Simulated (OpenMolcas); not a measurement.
A run on Pt2+ among 8 point charges of -1.2 e arranged as a cube (Oh), 2.32 Å from the ion.
```
   1.3395    1.3395    1.3395  -1.20
   1.3395    1.3395   -1.3395  -1.20
   1.3395   -1.3395    1.3395  -1.20
   1.3395   -1.3395   -1.3395  -1.20
  -1.3395    1.3395    1.3395  -1.20
  -1.3395    1.3395   -1.3395  -1.20
  -1.3395   -1.3395    1.3395  -1.20
  -1.3395   -1.3395   -1.3395  -1.20
```

- Program: OpenMolcas 26.06
- Method: CASSCF
- Basis: ANO-RCC-VTZP [8s7p5d3f1g]
- Scalar Hamiltonian: DKH2, point nucleus
- Active space: 8 electrons in 5 orbitals (5d)
- State averaging: 2S+1 = 3 even, 10 roots; 2S+1 = 1 even, 15 roots
- Spin-orbit coupling: state interaction with AMFI integrals over the reference wave functions

84 basis functions. Blocks (2S+1, parity, CSFs, roots kept): 3, even, 10, 10; 1, even, 15, 15.

How long do the RASSCF and RASSI steps take on 1 thread of Intel(R) Xeon(R) Platinum 8488C (Sapphire Rapids), with other jobs on the host?

About 8.9 s of wall time, without the integral step.
